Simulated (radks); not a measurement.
All-electron atom: Se0.25+ in [Ar] 3d10 4p(up 2, down 2) 4s(up 1, down 0.75) (fractional occupations, a model configuration). All-electron calculation, scalar-relativistic Kohn-Sham, r2SCAN, spin-polarised, spherical densities, finite nucleus; meta-GGA in the generalised Kohn-Sham scheme; Fermi nuclear charge, rms radius 4.14 fm. Program: a radial shooting solver on a logarithmic mesh with Libxc functionals.

Unscreened Slater integrals over Kohn-Sham orbitals (hartree). They are taken over the spin-up orbitals.

\begin{tabular}{lr}
integral & value \\ \hline
F0(4p,4p) & 0.40927 \\
F2(4p,4p) & 0.21147 \\
F0(4p,4s) & 0.44913 \\
G1(4p,4s) & 0.29262 \\
F0(4p,3d) & 0.53833 \\
F2(4p,3d) & 0.10291 \\
G1(4p,3d) & 0.034650 \\
G3(4p,3d) & 0.031076 \\
F0(4s,4s) & 0.50439 \\
F0(4s,3d) & 0.64641 \\
G2(4s,3d) & 0.055039 \\
F0(3d,3d) & 1.4613 \\
F2(3d,3d) & 0.69415 \\
F4(3d,3d) & 0.43560 \\
\end{tabular}

Derived for the open shells (J is the average intra-shell exchange parameter used in DFT+U). 4p: J = F2/5 = 0.04229 hartree; in LS coupling 1D lies 6 F2/25 = 0.05075 hartree above 3P.
